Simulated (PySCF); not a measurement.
Assignment exercise: C$_{5}$H$_{10}$O$_{3}$Si

Molfile (atoms numbered from 1):
```
C5H10O3Si
     RDKit          3D

 19 18  0  0  0  0  0  0  0  0999 V2000
   -4.1002    1.1181   -0.4324 C   0  0  0  0  0  0  0  0  0  0  0  0
   -3.0563    0.5051    0.1230 C   0  0  0  0  0  0  0  0  0  0  0  0
   -2.0715   -0.3334   -0.6250 C   0  0  0  0  0  0  0  0  0  0  0  0
   -0.7627    0.0617   -0.2960 O   0  0  0  0  0  0  0  0  0  0  0  0
    0.6279   -0.7580   -0.6453 Si  0  0  0  0  0  4  0  0  0  0  0  0
    1.7273   -0.0139    0.4308 O   0  0  0  0  0  0  0  0  0  0  0  0
    2.9839   -0.4675    0.3787 C   0  0  0  0  0  0  0  0  0  0  0  0
    3.9025    0.2323    1.3301 C   0  0  0  0  0  0  0  0  0  0  0  0
    3.2987   -1.3568   -0.3752 O   0  0  0  0  0  0  0  0  0  0  0  0
   -4.2875    1.0648   -1.5101 H   0  0  0  0  0  0  0  0  0  0  0  0
   -4.8100    1.6949    0.1659 H   0  0  0  0  0  0  0  0  0  0  0  0
   -2.8760    0.5816    1.2018 H   0  0  0  0  0  0  0  0  0  0  0  0
   -2.2536   -0.2424   -1.7124 H   0  0  0  0  0  0  0  0  0  0  0  0
   -2.2271   -1.3997   -0.3595 H   0  0  0  0  0  0  0  0  0  0  0  0
    1.0598   -0.5182   -2.0455 H   0  0  0  0  0  0  0  0  0  0  0  0
    0.4656   -2.2010   -0.3220 H   0  0  0  0  0  0  0  0  0  0  0  0
    4.9133   -0.1814    1.2482 H   0  0  0  0  0  0  0  0  0  0  0  0
    3.9103    1.3093    1.1076 H   0  0  0  0  0  0  0  0  0  0  0  0
    3.5245    0.1192    2.3567 H   0  0  0  0  0  0  0  0  0  0  0  0
  1  2  2  0
  2  3  1  0
  3  4  1  0
  4  5  1  0
  5  6  1  0
  6  7  1  0
  7  8  1  0
  7  9  2  0
  1 10  1  0
  1 11  1  0
  2 12  1  0
  3 13  1  0
  3 14  1  0
  5 15  1  0
  5 16  1  0
  8 17  1  0
  8 18  1  0
  8 19  1  0
M  END
```

How the numbers were obtained: structure optimised with PBE0-D3(BJ)/def2-SVP, GIAO KT3/pcSseg-1 shieldings, in PySCF 2.14 (single conformer, no solvent, no relativistic terms, rapidly exchanging positions averaged).

Scale: TMS for 13C (σ = 182.31 ppm), 1H (σ = 31.32 ppm) (reference shieldings calculated alike).

Task: Assign these signals to the numbered atoms. 13C{1H} NMR (computed): δ 164.4, 135.1, 111.3, 68.3, 21.1.

Result: 
```tsv
δ (ppm)	atoms	environment	reason
164.4	C7	carbonyl carbon	–
135.1	C2	alkene CH	the olefinic region
111.3	C1	terminal =CH2 carbon	an sp2 carbon of a C=C bond
68.3	C3	allylic sp3 CH2 bonded to O	pulled downfield by the heteroatom
21.1	C8	methyl carbon α to a carbonyl	α to the electron-withdrawing carbonyl group
```

Task: Assign these signals to the numbered atoms. 1H NMR (500 MHz, computed): δ 6.06 (m, 1H), 5.21 (m, 1H), 5.19 (s, 2H), 5.10 (m, 1H), 4.32 (d, 2H), 2.00 (s, 3H).

Result: 
| δ (ppm) | atoms | environment | reason |
| --- | --- | --- | --- |
| 6.06 | H12 | hydrogen on an alkene CH | attached to an sp2 carbon and in the plane of the double bond |
| 5.21 | H10 | hydrogen on a terminal =CH2 carbon | olefinic region |
| 5.19 | H15/H16 | hydrogen on a silicon bonded to 2 O | – |
| 5.10 | H11 | hydrogen on a terminal =CH2 carbon | olefinic region |
| 4.32 | H13/H14 | hydrogen on an allylic sp3 CH2 bonded to O | its carbon carries O, hence the downfield position |
| 2.00 | H17/H18/H19 | hydrogen on a methyl carbon α to a carbonyl | α to C=O |

H10 and H15/H16; H15/H16 and H11 lie closer than the usual error of such a calculation, so a measured spectrum could show them in the other order.

Shifts are as computed, not scaled to solution data. Of 1309 compounds with measured shifts, 239 miss one by over three times the rms of a fit or turn the order of signals round; such compounds aren't used in these exercises. Multiplicities follow the n + 1 count of equivalent neighbours, as no J values were calculated; m marks all less simple cases, F and P coupling included.
